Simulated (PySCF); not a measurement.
Be(Cl)(OMe) (CH3BeClO), SMILES C[O][Be][Cl].

The structure is a stationary point at ωB97X-D3(BJ)/def2-SVP. The values are those of a single conformer.

Computed with CAM-B3LYP/def2-TZVPD (PySCF).

Symmetry labels are those of the subgroup Cs that the program uses (full group C3v).

Computed valence orbital energies around the gap with their symmetry:
```csv
orbital,symmetry,energy (eV)
HOMO−7,A',-15.52
HOMO−6,A",-14.41
HOMO−5,A',-14.41
HOMO−4,A',-12.36
HOMO−3,A",-10.82
HOMO−2,A',-10.82
HOMO−1,A",-10.00
HOMO,A',-10.00
LUMO,A',0.19
LUMO+1,A',0.97
LUMO+2,A",1.01
LUMO+3,A',1.01
```
